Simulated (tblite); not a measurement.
C6H10N (doublet state).
Z-matrix (Å and degrees, GFN2-xTB geometry), rows numbered from 1:
```
C 
C   1  1.3087
C   2  1.4579  1  120.68
C   3  1.3300  2  123.63  1   174.05
C   3  1.5099  2  113.99  1    -6.87
N   5  1.4456  3  110.48  2    31.08
C   6  1.4419  5  115.63  3  -164.79
H   1  1.0711  2  132.10  3  -178.10
H   2  1.0956  1  124.34  3   179.28
H   4  1.0767  3  121.63  2     0.88
H   4  1.0772  3  122.04  2  -179.51
H   5  1.1024  3  110.19  2   156.40
H   5  1.0966  3  108.15  2   -85.99
H   6  1.0136  5  110.96  3    66.54
H   7  1.1005  6  113.17  5   -61.62
H   7  1.0886  6  109.19  5   177.30
H   7  1.0902  6  108.89  5    58.85
```

Method: GFN2-xTB as coded in tblite; computed harmonic values from a numerical Hessian at the method's own geometry, unscaled. Against measured fundamentals such values can be off by several per cent, at times by over 20. One conformer, not necessarily the lowest. Open shells enter through the occupations alone, without spin polarisation, and single modes of such species can be off by tens of per cent.

Harmonic wavenumbers (cm⁻¹): 84.0, 115.2, 152.0, 188.0, 281.6, 310.4, 375.6, 411.4, 424.9, 583.9, 636.2, 747.3, 754.6, 789.1, 807.1, 869.2, 900.8, 950.1, 969.0, 1007.0, 1095.6, 1135.3, 1185.7, 1199.0, 1223.8, 1282.2, 1309.3, 1385.5, 1414.9, 1419.2, 1461.4, 1483.1, 1489.3, 1649.9, 1686.7, 2828.0, 2831.2, 2859.6, 2925.5, 3008.1, 3024.6, 3099.9, 3117.7, 3124.6, 3385.0.

A = 4518, B = 2017, C = 1455 MHz; mass 96.081 u (most abundant isotopes); point group C1, symmetry number 1; spin multiplicity 2.

Q: Zero-point energy?

A: ½Σν̃ = 30991 cm⁻¹ = 88.61 kcal/mol.

Q: What is S at 400 K and 1 bar for an ideal gas of classical rigid rotors and harmonic oscillators?

A: Translation 41.08, rotation 28.46, vibration 28.87, spin (R ln 2) 1.38: S = 99.8 cal/(mol K).

Q: And Cp and H(400 K) − H(0)?

A: Cp = 41.31 cal/(mol K), of which vibrations give 33.36 (their classical limit is 45 R = 89.4); H(400 K) − H(0) = 9.60 kcal/mol without the zero-point energy, 6.42 from vibrations.

Q: How do the functions run with temperature in this model?

A: 
| T (K) | S (cal/(mol K)) | Cp (cal/(mol K)) | H − H(0) (kcal/mol) | G − H(0) (kcal/mol) | ln q(vib) |
| --- | --- | --- | --- | --- | --- |
| 100 | 64.6 | 15.5 | 1.10 | -5.35 | 0.79 |
| 200 | 77.9 | 23.8 | 3.07 | -12.50 | 2.55 |
| 300 | 89.2 | 32.7 | 5.89 | -20.87 | 4.46 |
| 500 | 109.8 | 48.8 | 14.12 | -40.81 | 8.49 |
| 800 | 136.6 | 64.8 | 31.38 | -77.90 | 14.54 |
| 1000 | 151.9 | 71.9 | 45.08 | -106.77 | 18.38 |

q(vib) and H(0) count from the zero-point level.

Q: Blend soft modes into free rotors: weight 1/[1 + (100 cm⁻¹/ν̃)⁴] for the oscillator and the rest for a rotor with moment μB/(μ + B), μ = h/(8π²ν), B = 10⁻⁴⁴ kg m². What vibrational entropy results?

A: 27.81 cal/(mol K) in place of 28.87, which changes −T·S at 400 K by +0.42 kcal/mol.

Q: Which modes carry the vibrational entropy at 400 K?

A: 84.0 cm⁻¹: 4.37; 115.2 cm⁻¹: 3.75; 152.0 cm⁻¹: 3.21; 188.0 cm⁻¹: 2.80; 281.6 cm⁻¹: 2.04; 310.4 cm⁻¹: 1.87 cal/(mol K); the other 39 give 10.82 together.

Q: What must be added to the electronic energy to get the Gibbs energy at 400 K and 1 bar?

A: ZPE + [H(400 K) − H(0)] − T·S = 88.61 + 9.60 − 39.92 = 58.29 kcal/mol.

Hindered rotation and anharmonicity are outside this model. Other conformers, if any are populated, would add a mixing term that is left out. The structure is chiral; the term R ln 2 for an equal mix with its mirror image is left out.
